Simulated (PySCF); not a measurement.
## Fractional electron number in Cu²⁺ (copper, charge +2)

The 3d beta orbital of [Ar] 3d9 is emptied in steps (occupation f), with all orbitals relaxed, ending at [Ar] 3d8. Computed with PySCF 2.14 in def2-SVP, with the non-relativistic Hamiltonian (point nucleus). The exact energy is a straight line in f; departures are measured from the line between the end points of the same method.

Task: Among BHandHLYP, wB97X, MN15, which shows the largest delocalisation error (convex curve), and which is closest to linear?

Result: Most convex: MN15 (-1.433 eV at f = 0.5); closest to linear: BHandHLYP (-0.768 eV).

```
   f  BHandHLYP (eV)  wB97X (eV)  MN15 (eV)
   1           0.000       0.000      0.000
0.75          -0.563      -0.690     -1.059
 0.5          -0.768      -0.941     -1.433
0.25          -0.590      -0.721     -1.091
   0           0.000       0.000      0.000
```

| method | E(f=0) − E(f=1) (eV) | −ε at f=1 (eV) | −ε at f=0.5 (eV) |
| --- | --- | --- | --- |
| BHandHLYP | 37.338 | 34.409 | 37.266 |
| wB97X | 37.618 | 34.012 | 37.536 |
| MN15 | 38.737 | 33.169 | 38.653 |

Reference removal energy between the ground levels: 36.841 ± 0.012 eV (measured; NIST Atomic Spectra Database, ionization energies). The calculation has no spin-orbit coupling. The determinant left behind need not be the lowest term of the ion.
